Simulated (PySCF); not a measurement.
# Ionisation and electron attachment of `F[C@@H](Cl)[CH][C@H]1C[C@@H]1F` (C5H6ClF2•)

Molecule: `F[C@@H](Cl)[CH][C@H]1C[C@@H]1F` (C5H6ClF2•, doublet). Non-hydrogen atoms are numbered in `[F:1][C@@H:2]([Cl:3])[CH:4][C@H:5]1[CH2:6][C@@H:7]1[F:8]`.

These are calculated values, ωB97X-D3(BJ)/ma-def2-SVP in PySCF (grid level 2) at geometries from GFN2-xTB. Thermal corrections: GFN2-xTB frequencies, unscaled, ideal gas at 298.15 K and 1 bar, quasi-RRHO entropy.

Frontier levels of the parent: HOMO -8.66 eV, LUMO -0.84 eV.

Oxidation to the singlet cation:
| Item | Value |
| --- | --- |
| Vertical ionisation energy (electronic) | 8.43 eV |
| Adiabatic ionisation energy (with zero-point energy) | 7.94 eV |
| Adiabatic, electronic part | 7.93 eV |
| Vertical gap at the product's structure | 6.67 eV |
| Largest changes of atomic charge | Cl3 0.28, C4 0.22, C7 0.08 |
| Potential in acetonitrile | 5.67 V absolute (solvation -31 → -252 kJ/mol) |

Vertical ionisation energy to the triplet cation: 11.30 eV. This state was not relaxed.

Vertical electron affinity to the singlet anion: 1.16 eV. The product does not keep its bonds on relaxation, so no adiabatic value is given.

Solvents are IEF-PCM continua (electrostatics only, gas-phase structures); absolute potentials refer to an electron at rest in vacuum.

Caveats: ma-def2-SVP is a small basis, whose errors can reach tens of kJ/mol.
